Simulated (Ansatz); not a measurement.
`O[Si](O)(O)[TeH]` + `[CH3][In]([SH])[Cl]` → `O[Si](O)(S)[TeH]` + `[CH3][In]([OH])[Cl]`  (redistribution)

Gas-phase electronic energies from Ansatz, PBE0-D4/def2-TZVP geometries. CCSD(T)/CBS is the MP2 limit (def2-TZVPP, def2-QZVPP) plus CCSD(T) − MP2 in def2-TZVPP, frozen cores. Functionals use def2-TZVPP. B3LYP here is the variant with VWN-RPA as its local correlation; programs differ in this. def2 core potentials past Kr. For In, Te outer-core shells are correlated without core-valence functions, which leaves a few kJ/mol of doubt a bond. Each species was taken in one conformer, which may not be the lowest.

Q: Is it downhill or uphill in electronic energy at CCSD(T)/CBS, and by how much? (Estimate.)

A: Ansatz gave: Uphill: ΔE = +27.0 kcal/mol.

Q: What do these levels give: PBE-D4, PBE0-D4, B3LYP-D4, ωB97M-V, B3LYP, MP2/def2-TZVPP, SCS-MP2/def2-TZVPP, CCSD(T)/def2-TZVPP, HF/def2-QZVPP, MP2/def2-QZVPP, SCS-MP2/def2-QZVPP, CCSD/CBS(def2)? (Best estimate.)

A: Ansatz gave: PBE-D4 24.8, PBE0-D4 27.5, B3LYP-D4 27.7, ωB97M-V 28.0, B3LYP 28.3, MP2/def2-TZVPP 27.8, SCS-MP2/def2-TZVPP 27.9, CCSD(T)/def2-TZVPP 28.3, HF/def2-QZVPP 33.6, MP2/def2-QZVPP 27.1, SCS-MP2/def2-QZVPP 27.3, CCSD/CBS(def2) 28.1 kcal/mol.

Largest T1 diagnostic among the species: 0.014.

From PBE to PBE0 (25 % exact exchange), in def2-TZVPP and without D4, ΔE moves by +2.7 kcal/mol. In def2-TZVPP, CCSD(T) changes the Hartree–Fock value by −5.4 kcal/mol (the triples alone add −1.0 kcal/mol) and MP2 by −5.9 kcal/mol.
